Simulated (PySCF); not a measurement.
PySCF input file for Sn(Me)2(Cl)2 anion (C₂H₆Cl₂Sn), SMILES [CH3][Sn]([CH3])([Cl])[Cl] (connectivity only; charge and spin as stated), charge -1, multiplicity 2, PBE-D3(BJ)/def2-SVPD. Coordinates come from a PBE-D3(BJ)/def2-SVPD optimisation. The multiplicity is an assumed one; no other spin state was optimised. The isomer is the one that the SMILES or the coordinates give; other isomers of the formula were not compared. The def2 effective core potentials stand for the cores of Sn; spin–orbit coupling is left out.

```python
import numpy as np
from pyscf import gto, scf, dft, df
from pyscf.hessian import thermo

mol = gto.M(
    atom='''
    C     1.74711782    0.00000000    1.24869087
    Sn    0.00000000   -0.00000000   -0.10896539
    C    -1.74711784    0.00000000    1.24869085
    Cl    0.00000000   -2.61043003   -0.54058905
    Cl    0.00000000    2.61043003   -0.54058905
    H     1.69512158    0.91134814    1.87455088
    H     2.69038721    0.00000000    0.67290171
    H     1.69512158   -0.91134814    1.87455088
    H    -2.69038723    0.00000000    0.67290168
    H    -1.69512162    0.91134814    1.87455086
    H    -1.69512162   -0.91134814    1.87455085
    ''',
    basis='def2-SVPD',
    ecp={'Sn': 'def2-svp'},
    charge=-1,
    spin=1,
    max_memory=1600,
    verbose=3,
)
mf = dft.UKS(mol, xc='pbe').density_fit(auxbasis='def2-universal-jkfit')
mf.disp = 'd3bj'
mf.grids.level = 3
mf.conv_tol = 1e-11
mf.max_cycle = 100
mf.kernel()
fine, coarse = mf.grids, dft.Grids(mol).set(level=1).build(with_non0tab=True)
for _ in range(3):  # follow internal instabilities
    mf.grids = coarse
    mo, _, stable, _ = mf.stability(return_status=True, nroots=4)
    mf.grids = fine
    if stable:
        break
    mf.kernel(mf.make_rdm1(mo, mf.mo_occ))

# [left out here: the lines that compute and print the analytic Hessian (its translational invariance restored by hand, since the grid's response is missing), thermochemistry and intensities]
```

It prints:

```
[...]
Mode                                 6                   7                   8
Irrep
Freq [cm^-1]                      132.8910            205.8750            206.7934
Reduced mass [au]                   3.0576             35.5233             36.5927
Force const [Dyne/A]                0.0318              0.8871              0.9220
Char temp [K]                     191.2006            296.2083            297.5296
Normal mode                   x     y     z       x     y     z       x     y     z
       0   C                 0.11 -0.00 -0.10   -0.00  0.00 -0.01    0.00 -0.00 -0.00
       1  Sn                 0.00  0.00  0.04    0.00 -0.00 -0.01    0.00 -0.06  0.00
       2   C                -0.11 -0.00 -0.10    0.00  0.00 -0.01   -0.00 -0.00 -0.00
       3  Cl                 0.00  0.01 -0.02   -0.00  0.12  0.02   -0.00  0.09  0.02
       4  Cl                -0.00 -0.01 -0.02   -0.00 -0.12  0.02   -0.00  0.09 -0.02
       5   H                 0.19  0.00 -0.09    0.00 -0.00 -0.00   -0.03 -0.00 -0.01
       6   H                 0.03 -0.00 -0.22   -0.00  0.00 -0.01   -0.00  0.03 -0.00
       7   H                 0.19 -0.00 -0.09    0.00  0.00 -0.00    0.03 -0.00  0.01
       8   H                -0.03 -0.00 -0.22    0.00  0.00 -0.01   -0.00  0.03 -0.00
       9   H                -0.19  0.00 -0.09   -0.00 -0.00 -0.00    0.03 -0.00 -0.01
      10   H                -0.19 -0.00 -0.09   -0.00  0.00 -0.00   -0.03 -0.00  0.01
Mode                                 9                  10                  11
Irrep
Freq [cm^-1]                      446.1824            464.9306            621.6543
Reduced mass [au]                   4.1805              4.0759              1.1433
Force const [Dyne/A]                0.4903              0.5191              0.2603
Char temp [K]                     641.9572            668.9316            894.4222
Normal mode                   x     y     z       x     y     z       x     y     z
       0   C                 0.14 -0.00  0.11    0.13  0.00  0.11   -0.05  0.00  0.05
       1  Sn                -0.00 -0.00 -0.03   -0.03 -0.00  0.00    0.01  0.00 -0.00
       2   C                -0.14 -0.00  0.11    0.13  0.00 -0.11   -0.05 -0.00 -0.05
       3  Cl                 0.00 -0.00  0.00    0.00  0.00 -0.00   -0.00  0.00  0.00
       4  Cl                 0.00  0.00  0.00    0.00  0.00 -0.00   -0.00 -0.00  0.00
       5   H                 0.14  0.00  0.11    0.16 -0.00  0.11    0.29  0.02  0.04
       6   H                 0.14  0.00  0.10    0.11  0.00  0.08   -0.32 -0.00 -0.40
       7   H                 0.14 -0.00  0.11    0.16  0.00  0.11    0.29 -0.02  0.04
       8   H                -0.14 -0.00  0.10    0.11  0.00 -0.08   -0.32  0.00  0.40
       9   H                -0.14  0.00  0.11    0.16  0.00 -0.11    0.29 -0.02 -0.04
      10   H                -0.14 -0.00  0.11    0.16 -0.00 -0.11    0.29  0.02 -0.04
Mode                                12                  13                  14
Irrep
Freq [cm^-1]                      658.8526            680.0332            721.4548
Reduced mass [au]                   1.1824              1.2142              1.2274
Force const [Dyne/A]                0.3024              0.3308              0.3764
Char temp [K]                     947.9422            978.4163           1038.0128
Normal mode                   x     y     z       x     y     z       x     y     z
       0   C                -0.00 -0.08  0.00   -0.00  0.08  0.00    0.06  0.00 -0.06
       1  Sn                 0.00 -0.00 -0.00   -0.00 -0.01 -0.00   -0.00 -0.00  0.01
       2   C                 0.00  0.08 -0.00    0.00  0.08  0.00   -0.06  0.00 -0.06
       3  Cl                 0.00 -0.00 -0.00   -0.00  0.00 -0.00    0.00  0.00 -0.00
       4  Cl                -0.00  0.00  0.00    0.00  0.00  0.00    0.00 -0.00 -0.00
       5   H                -0.32  0.11 -0.29    0.31 -0.10  0.29   -0.28 -0.02 -0.05
       6   H                -0.00  0.16 -0.00   -0.00 -0.16 -0.00    0.32 -0.00  0.37
       7   H                 0.32  0.11  0.29   -0.31 -0.10 -0.29   -0.28  0.02 -0.05
       8   H                -0.00 -0.16  0.00    0.00 -0.16 -0.00   -0.32 -0.00  0.37
       9   H                -0.32 -0.11  0.29   -0.31 -0.10  0.29    0.28 -0.02 -0.05
      10   H                 0.32 -0.11 -0.29    0.31 -0.10 -0.29    0.28  0.02 -0.05
Mode                                15                  16                  17
Irrep
Freq [cm^-1]                     1070.5016           1084.5399           1352.8040
Reduced mass [au]                   1.2225              1.2017              1.0633
Force const [Dyne/A]                0.8254              0.8328              1.1465
Char temp [K]                    1540.2134           1560.4115           1946.3838
Normal mode                   x     y     z       x     y     z       x     y     z
       0   C                 0.07  0.00  0.06   -0.06 -0.00 -0.06    0.03  0.00 -0.04
       1  Sn                -0.00  0.00  0.00   -0.00 -0.00 -0.00    0.00  0.00  0.00
       2   C                 0.07  0.00 -0.06    0.06 -0.00 -0.06    0.03 -0.00  0.04
       3  Cl                 0.00 -0.00 -0.00   -0.00 -0.00  0.00    0.00  0.00 -0.00
       4  Cl                 0.00 -0.00 -0.00   -0.00  0.00  0.00    0.00 -0.00 -0.00
       5   H                -0.30  0.12 -0.17    0.30 -0.12  0.18   -0.16 -0.26  0.34
       6   H                -0.18 -0.00 -0.32    0.19  0.00  0.32   -0.09 -0.00 -0.21
       7   H                -0.30 -0.12 -0.17    0.30  0.12  0.18   -0.16  0.26  0.34
       8   H                -0.18 -0.00  0.32   -0.19  0.00  0.32   -0.09 -0.00  0.21
       9   H                -0.30 -0.12  0.17   -0.30 -0.12  0.18   -0.16  0.26 -0.34
      10   H                -0.30  0.12  0.17   -0.30  0.12  0.18   -0.16 -0.26 -0.34
Mode                                18                  19                  20
Irrep
Freq [cm^-1]                     1356.9349           1364.8749           1373.4827
Reduced mass [au]                   1.0596              1.0599              1.0566
Force const [Dyne/A]                1.1495              1.1634              1.1743
Char temp [K]                    1952.3272           1963.7511           1976.1357
Normal mode                   x     y     z       x     y     z       x     y     z
       0   C                 0.03  0.00 -0.03    0.00 -0.05 -0.00   -0.00  0.05  0.00
       1  Sn                 0.00  0.00 -0.00    0.00 -0.00 -0.00   -0.00  0.00  0.00
       2   C                -0.03  0.00 -0.03   -0.00  0.05 -0.00    0.00  0.05 -0.00
       3  Cl                -0.00 -0.00  0.00    0.00 -0.00 -0.00    0.00  0.00  0.00
       4  Cl                 0.00  0.00  0.00   -0.00  0.00  0.00   -0.00  0.00 -0.00
       5   H                -0.16 -0.26  0.33    0.31  0.05 -0.10   -0.31 -0.05  0.09
       6   H                -0.10 -0.00 -0.22   -0.00  0.51 -0.00    0.00 -0.50  0.00
       7   H                -0.16  0.26  0.33   -0.31  0.05  0.10    0.31 -0.05 -0.09
       8   H                 0.10 -0.00 -0.22    0.00 -0.51 -0.00   -0.00 -0.50  0.00
       9   H                 0.16 -0.26  0.33    0.31 -0.05  0.10    0.31 -0.05  0.09
      10   H                 0.16  0.26  0.33   -0.31 -0.05 -0.10   -0.31 -0.05 -0.09
Mode                                21                  22                  23
Irrep
Freq [cm^-1]                     2965.4646           2966.1719           3082.4241
Reduced mass [au]                   1.0288              1.0288              1.1057
Force const [Dyne/A]                5.3304              5.3332              6.1895
Char temp [K]                    4266.6433           4267.6609           4434.9219
Normal mode                   x     y     z       x     y     z       x     y     z
       0   C                 0.02 -0.00  0.02   -0.02  0.00 -0.02    0.00 -0.06 -0.00
       1  Sn                -0.00  0.00  0.00    0.00 -0.00  0.00    0.00  0.00 -0.00
       2   C                 0.02 -0.00 -0.02    0.02 -0.00 -0.02    0.00  0.06  0.00
       3  Cl                -0.00 -0.00  0.00    0.00 -0.00  0.00   -0.00 -0.00  0.00
       4  Cl                -0.00  0.00  0.00   -0.00  0.00  0.00    0.00 -0.00 -0.00
       5   H                 0.03 -0.35 -0.23   -0.03  0.35  0.23   -0.03  0.39  0.27
       6   H                -0.30  0.00  0.20    0.30 -0.00 -0.20   -0.00 -0.01  0.00
       7   H                 0.03  0.35 -0.23   -0.03 -0.35  0.23    0.03  0.39 -0.27
       8   H                -0.30 -0.00 -0.20   -0.30 -0.00 -0.20   -0.00  0.01 -0.00
       9   H                 0.03  0.35  0.23    0.03  0.35  0.23   -0.03 -0.39 -0.27
      10   H                 0.03 -0.35  0.23    0.03 -0.35  0.23    0.03 -0.39  0.27
Mode                                24                  25                  26
Irrep
Freq [cm^-1]                     3083.2255           3085.8975           3086.0599
Reduced mass [au]                   1.1056              1.1039              1.1039
Force const [Dyne/A]                6.1921              6.1938              6.1944
Char temp [K]                    4436.0751           4439.9195           4440.1531
Normal mode                   x     y     z       x     y     z       x     y     z
       0   C                -0.00  0.06  0.00   -0.04 -0.00  0.05    0.04  0.00 -0.05
       1  Sn                -0.00  0.00  0.00   -0.00 -0.00  0.00   -0.00  0.00 -0.00
       2   C                 0.00  0.06  0.00   -0.04  0.00 -0.05   -0.04  0.00 -0.05
       3  Cl                 0.00 -0.00  0.00   -0.00 -0.00 -0.00   -0.00  0.00  0.00
       4  Cl                -0.00 -0.00 -0.00   -0.00  0.00 -0.00   -0.00 -0.00  0.00
       5   H                 0.03 -0.39 -0.27    0.00 -0.20 -0.13   -0.00  0.21  0.13
       6   H                 0.00  0.01 -0.00    0.49 -0.00 -0.30   -0.49  0.00  0.30
       7   H                -0.03 -0.39  0.27    0.00  0.20 -0.13   -0.00 -0.21  0.13
       8   H                -0.00  0.01 -0.00    0.49  0.00  0.30    0.49  0.00  0.30
       9   H                -0.03 -0.39 -0.27    0.00  0.20  0.13    0.00  0.21  0.13
      10   H                 0.03 -0.39  0.27    0.00 -0.20  0.13    0.00 -0.21  0.13
temperature 298.1500 [K]
pressure 101325.00 [Pa]
Rotational constants [GHz] 2.91328 0.90173 0.86244
Symmetry number 2
Zero-point energy (ZPE) 0.06949 [Eh]   182456.633 [J/mol]
                           tot       elec      trans        rot        vib
Entropy [J/mol/K]       442.726      5.763    175.995    116.999    143.968
Cv [J/mol/K]            128.107      0.000     12.472     12.472    103.164
Cp [J/mol/K]            136.421      0.000     20.786     12.472    103.164
Internal energy [J/mol]                      3718.434   3718.434 202187.857
Internal energy [Eh]   -1213.77532  -1213.85516
Enthalpy [J/mol]                             6197.391   3718.434 202187.857
Enthalpy [Eh]          -1213.77438
Gibbs free energy [J/mol]                  -46275.613 -31164.841 159263.751
Gibbs free energy [Eh] -1213.82465
mode   freq/cm-1   IR/(km/mol)
   1       33.48         0.000
   2       65.45         4.920
   3       67.80         0.270
   4       71.94         8.430
   5      122.35         0.000
   6      132.28         1.224
   7      132.89         4.678
   8      205.88         6.099
   9      206.79       159.248
  10      446.18        18.588
  11      464.93        40.090
  12      621.65         2.701
  13      658.85         0.000
  14      680.03        45.481
  15      721.45        25.900
  16     1070.50         0.173
  17     1084.54         2.768
  18     1352.80         2.239
  19     1356.93         1.720
  20     1364.87         0.000
  21     1373.48         2.502
  22     2965.46        30.145
  23     2966.17        21.155
  24     3082.42         0.000
  25     3083.23        23.511
  26     3085.90        12.929
  27     3086.06        10.823
max |gradient| / (hartree/bohr): 4.092403521993522e-05
APT charges: [-0.2719  1.3981 -0.2719 -0.8398 -0.8398 -0.0349 -0.0177 -0.0349 -0.0177
 -0.0349 -0.0349]
```

The calculation finished and met its thresholds.

Cost: very roughly 22 core-minutes.
